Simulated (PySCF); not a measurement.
C₆H₉NSi.
SMILES: `C=Cc1cccn1[SiH3]`

Torsions of this conformer, `[CH2:1]=[CH:2][c:3]1[cH:4][cH:5][cH:6][n:7]1[SiH3:8]`: C1–C2–C3–C4 7°.

The closed-shell ground state was solved at several levels (PySCF, density fitting, gas phase, non-relativistic). Isolated species at its PBE0-D3(BJ)/def2-SVP geometry (one conformer only).

| level | basis functions | total energy (Eh) | HOMO (eV) | LUMO (eV) | gap (eV) | dipole (D) |
| --- | --- | --- | --- | --- | --- | --- |
| CAM-B3LYP/def2-SVPD | 236 | -577.8384 | -6.97 | 0.29 | 7.26 | 1.30 |
| PBE0/pcSseg-1 | 188 | -577.7655 | -5.79 | -0.70 | 5.09 | 1.39 |

Q: Estimate the row for CAM-B3LYP/pcSseg-1, a basis of 188 functions; the other rows only guide the guess.

A: Total energy -578.0841 Eh, HOMO -6.94 eV, LUMO 0.40 eV, gap 7.34 eV, dipole 1.42 D.

Q: Over all these levels, which gives the widest orbital gap and which the narrowest?

A: CAM-B3LYP/pcSseg-1 (range-separated hybrid) has the widest, 7.34 eV, and PBE0/pcSseg-1 (global hybrid, 25 % exact exchange) the narrowest, 5.09 eV. The two share the basis. From the narrowest to the widest the HOMO moves by -1.15 eV and the LUMO by +1.10 eV.

Q: How far do the dipole and the HOMO energy spread over the levels?

A: The dipole runs from 1.30 to 1.42 D (mean 1.37 D) and the HOMO from -6.97 to -5.79 eV.
